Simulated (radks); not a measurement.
The numbers below are computed, except where a source is named.
Orbital eigenvalues (eV) of neutral erbium, [Xe] 4f12 6s2, at several levels of relativity; Dirac values are averaged over j with weights 2j + 1. Spin-unpolarised spherical Kohn-Sham, PBE, point nucleus unless stated (finite: rms radius 5.2516 fm), a radial shooting solver on a logarithmic mesh with Libxc functionals. A level marked "c x" has the speed of light scaled by that factor and shares open shells by 2j + 1; other Dirac levels either fill j = l - 1/2 first or share by 2j + 1.

shell,non-rel.,scalar-rel.,"Dirac, 2j+1 shares","Dirac, 2j+1 shares, finite nucleus","change of magnitude, last against first (%)"
3s,-1914.7,-2159.7,-2155.9,-2155.4,+12.57
3p,-1737.2,-1820.8,-1826.6,-1826.6,+5.15
3d,-1406.4,-1396.8,-1394.1,-1394.1,-0.87
4s,-366.29,-426.01,-425.25,-425.15,+16.07
4p,-295.01,-314.56,-316.13,-316.14,+7.16
4d,-166.86,-165.35,-165.04,-165.04,-1.09
5s,-43.855,-51.863,-51.767,-51.752,+18.01
5p,-25.304,-26.386,-26.633,-26.635,+5.26
4f,-7.3420,-3.1389,-3.1256,-3.1283,-57.39
6s,-3.5498,-3.8320,-3.8338,-3.8333,+7.99
5d (empty),-1.6492,-0.91550,-0.92382,-0.92478,-43.92
6p (empty),-1.3237,-1.1338,-1.1471,-1.1476,-13.30
